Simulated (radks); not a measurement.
Re36+, 39 electrons, occupied as [Kr] 4d3.

All-electron calculation, Dirac Kohn-Sham, PBE, spin-unpolarised, spherical densities, point nucleus; open shells are shared between the two j in proportion to 2j + 1. Program: a radial shooting solver on a logarithmic mesh with Libxc functionals.

Energy parts (hartree):
total: -15965.7619
kinetic: 18163.3413
electron-nucleus: -37650.4686
Hartree: 3793.6329
exchange-correlation: -272.2675

Orbitals (lengths in bohr, moments of r in powers of bohr):
orbital  occ.  eigenvalue (hartree)      <r^2>
1s1/2       2             -2685.772  0.0004478
2s1/2       2             -511.6871   0.006811
2p1/2       2             -491.9880   0.004857
2p3/2       4             -439.0662   0.006052
3s1/2       2             -160.1418    0.04363
3p1/2       2             -151.4968    0.03991
3p3/2       4             -139.7478    0.04607
3d3/2       4             -125.4619    0.03544
3d5/2       6             -122.8990    0.03711
4s1/2       2             -70.55570     0.1812
4p1/2       2             -66.85291     0.1803
4p3/2       4             -63.28584     0.2004
4d3/2     1.2             -57.31375     0.1935
4d5/2     1.8             -56.55496     0.1992

The highest occupied level is 4d5/2 at -1538.9 eV. Summed over all electrons, <r^2> = 2.880 bohr^2, which gives a Langevin (diamagnetic) susceptibility term of -2.28 x 10^-6 cm^3/mol. For comparison, the ionisation energy in NIST's Atomic Spectra Database is 1583 eV (theoretical). In exact Kohn-Sham theory the highest level is minus the ionisation energy, but local and semilocal functionals leave it too shallow, through self-interaction and a potential that decays too fast; potentials with the right tail come closer.

Beside tabulated values, note that spin-unpolarised runs miss the spin-polarisation part of the exchange energy of open shells.
